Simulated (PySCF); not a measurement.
PySCF input file for Ge(H)3(NMe2) (C₂H₉GeN), SMILES [N]([GeH3])(C)C, KT2/pcSseg-1. Geometry optimised at TPSSh-D3(BJ)/def2-SVP.

```python
import numpy as np
from pyscf import gto, scf, dft
from pyscf.prop.nmr import rks as nmr

mol = gto.M(
    atom='''
    Ge    0.97900095   -0.00934274   -0.00000000
    N    -0.84896870    0.24201305   -0.00000000
    C    -1.58798117   -0.04601052    1.21509816
    C    -1.58798117   -0.04601052   -1.21509816
    H     1.41481457   -1.49978285   -0.00000001
    H     1.51877808    0.66364492    1.27345038
    H     1.51877808    0.66364493   -1.27345038
    H    -2.53290194    0.52869477    1.22769281
    H    -1.85423748   -1.11942710    1.33243283
    H    -1.00378371    0.25548007    2.09873880
    H    -1.85423749   -1.11942710   -1.33243282
    H    -2.53290195    0.52869477   -1.22769280
    H    -1.00378371    0.25548007   -2.09873880
    ''',
    basis='pcSseg-1',
    charge=0,
    spin=0,
    max_memory=1600,
    verbose=3,
)
mf = dft.RKS(mol, xc='kt2')
mf.grids.level = 3
mf.conv_tol = 1e-10
mf.max_cycle = 100
mf.kernel()
n = nmr.NMR(mf)
n.verbose = 2
n.max_cycle_cphf = 60
sigma = n.kernel()
print('atom   isotropic/ppm   span/ppm')
for i, s in enumerate(sigma):
    w = np.linalg.eigvalsh((s + s.T) / 2)
    print(f'{mol.atom_symbol(i):2s}{i + 1:3d} {w.mean():14.3f} {w[2] - w[0]:11.3f}')
```

It prints:

```
converged SCF energy = -2223.93089306555
atom   isotropic/ppm   span/ppm
Ge  1       1446.075     361.393
N   2        238.154      56.410
C   3        137.763      71.153
C   4        137.763      71.153
H   5         26.242      16.577
H   6         26.636      16.252
H   7         26.636      16.252
H   8         28.637      11.080
H   9         28.625      10.971
H  10         28.411      11.107
H  11         28.625      10.971
H  12         28.637      11.080
H  13         28.411      11.107
```

The run converged.
